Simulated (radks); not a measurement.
Problem. Pt52+, configuration [Ar] 3d8. Method: scalar-relativistic Kohn-Sham, r2SCAN, spin-polarised, spherical densities, finite nucleus; open shells are filled with parallel spins first (spin-orbit coupling, left out, can overturn this in heavy ions); meta-GGA in the generalised Kohn-Sham scheme; Fermi nuclear charge, rms radius 5.427 fm; computed with a radial shooting solver on a logarithmic mesh with Libxc functionals. Some entries of the table are withheld. Estimate them.

| orbital | occ. | eigenvalue (eV) | <r^2> (bohr^2) |
|---|---|---|---|
| 1s up | 1 | -81584.77 | 0.0004062 |
| 1s down | 1 | -81584.76 | 0.0004062 |
| 2s up | 1 | -16842.80 | 0.006159 |
| 2s down | 1 | -16829.84 | 0.006153 |
| 2p up | 3 | -15008.07 | (1) |
| 2p down | 3 | -14997.82 | (2) |
| 3s up | 1 | -6059.893 | 0.03759 |
| 3s down | 1 | -6046.982 | 0.03766 |
| 3p up | 3 | (3) | 0.03788 |
| 3p down | 3 | (4) | 0.03797 |
| 3d up | 5 | (5) | 0.03058 |
| 3d down | 3 | (6) | 0.03068 |

Solution. 
(1) 2p up <r^2> (bohr^2): 0.005157
(2) 2p down <r^2> (bohr^2): 0.005150
(3) 3p up eigenvalue (eV): -5518.103
(4) 3p down eigenvalue (eV): -5504.783
(5) 3d up eigenvalue (eV): -4972.051
(6) 3d down eigenvalue (eV): -4954.615
